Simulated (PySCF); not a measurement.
# Assignment exercise: C₄H₇FO₂

Bonds (- single, = double, # triple, : aromatic): C1-O2 1.404 Å, O2-C3 1.407 Å, C3-C4 1.526 Å, C4-C5 1.494 Å, C5=O6 1.177 Å, C5-F7 1.368 Å. C1 carries H8, H9, H10; C3 carries H11, H12; C4 carries H13, H14.

Theory: GIAO PBE0/pcSseg-1 shieldings, B3LYP/pcJ-1 coupling constants (spin–dipole term only in couplings to heteroatoms), GFN2-xTB geometry, in PySCF (a single conformation, relativity neglected, averaged over atoms made equivalent by symmetry, fast rotation or ring inversion, isolated molecule).

δ = σ(ref) − σ, references computed at the same level: TMS for 13C (186.93 ppm) and 1H (31.72 ppm).

**Question.** Assign these signals to the numbered atoms. 13C{1H} NMR (computed): δ 172.0 (C, d, J = 416.5 Hz), 70.8 (CH2, d, J = 3.8 Hz), 61.5 (CH3), 36.4 (CH2, d, J = 52.5 Hz).

**Answer.** 
| δ (ppm) | atoms | environment | reason |
| --- | --- | --- | --- |
| 172.0 | C5 | carbonyl carbon | – |
| 70.8 | C3 | sp3 CH2 bonded to O | the inductive effect lowers its shielding |
| 61.5 | C1 | methyl carbon bonded to O | the inductive effect lowers its shielding |
| 36.4 | C4 | sp3 CH2 α to a carbonyl | α to the electron-withdrawing carbonyl group |

**Question.** Assign these signals to the numbered atoms. 1H NMR (400 MHz, computed): δ 3.67 (td, J = 5.7, 2.5 Hz, 2H), 3.55 (s, 3H), 2.65 (td, J = 5.7, 5.5 Hz, 2H).

**Answer.** 
```tsv
δ (ppm)	atoms	environment	reason
3.67	H11/H12	hydrogen on an sp3 CH2 bonded to O	its carbon carries O, hence the downfield position
3.55	H8/H9/H10	hydrogen on a methyl carbon bonded to O	its carbon carries O, an electronegative neighbour
2.65	H13/H14	hydrogen on an sp3 CH2 α to a carbonyl	α to C=O
```

H11/H12 and H8/H9/H10 lie closer than the usual error of such a calculation, so a measured spectrum could show them in the other order.

C–F couplings over four or more bonds (about 3 Hz to the para carbon of a fluoroarene) are left out. Common functionals overestimate the size of one-bond C–F couplings by tens of Hz; these are unscaled. Multiplet labels drop couplings under 1 Hz and merge nearly equal ones. Unscaled 3J(H,H) at this level run about 10 % above measured values. Shifts are as computed. Against solution values, carbons near 30 ppm lie about +3 ppm off and those near 130 ppm about +5 ppm. Of 1211 compounds with measured shifts, 218 miss one by over three times the rms of a fit or turn the order of signals round; such compounds aren't used in these exercises. Across freely rotating sp3–sp3 bonds, 3J(H,H) is taken as (2 J gauche + J anti)/3 from the one conformer, which assumes equal rotamer populations.
